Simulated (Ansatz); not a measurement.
`[CH3][Sb]([CH3])[SiH3]` + `O[Si]S` → `[SiH3]O[Si]S` + `[CH3][SbH][CH3]`  (cleavage of the Si–Sb bond)

Calculated with Ansatz (gas phase, PBE0-D4/def2-TZVP geometries, no zero-point term in ΔE). CCSD(T)/CBS is the MP2 limit (def2-TZVPP, def2-QZVPP) plus CCSD(T) − MP2 in def2-TZVPP, frozen cores. This one scheme is used for every species. DFT in def2-TZVPP. HSE06 is defined as in plane-wave codes. Elements past krypton have def2 core potentials. For Sb outer-core shells are correlated without core-valence functions, which leaves a few kJ/mol of doubt a bond. One conformer a species, not always the lowest.

Problem. Is it downhill or uphill in electronic energy at CCSD(T)/CBS, and by how much? (Best estimate.)

Solution. Ansatz gave: Downhill: ΔE = -65.4 kJ/mol.

Problem. What do these levels give: LDA (SPW92), revPBE-D4, BLYP-D4, CAM-B3LYP-D4, ωB97X-V, PBE, PBE0, r2SCAN0, HSE06, CCSD/def2-TZVPP, MP2/CBS(def2), CCSD/CBS(def2)? (Estimate.)

Solution. Ansatz gave: LDA (SPW92) -50.5, revPBE-D4 -47.0, BLYP-D4 -63.7, CAM-B3LYP-D4 -77.3, ωB97X-V -69.5, PBE -49.0, PBE0 -56.1, r2SCAN0 -67.0, HSE06 -55.6, CCSD/def2-TZVPP -75.3, MP2/CBS(def2) -63.6, CCSD/CBS(def2) -69.6 kJ/mol.

Largest T1 diagnostic among the species: 0.015.

From BLYP to BHLYP (50 % exact exchange), in def2-TZVPP and without D4, ΔE moves by −14.7 kJ/mol. The D4 term adds +4.2 kJ/mol with B3LYP and +2.4 kJ/mol with PBE0; it sums over pairs of atoms, weighted by their polarisabilities, and B3LYP, whose exchange is more repulsive, gets the larger term.

B3LYP here is the variant with VWN-RPA as its local correlation; programs differ in this.
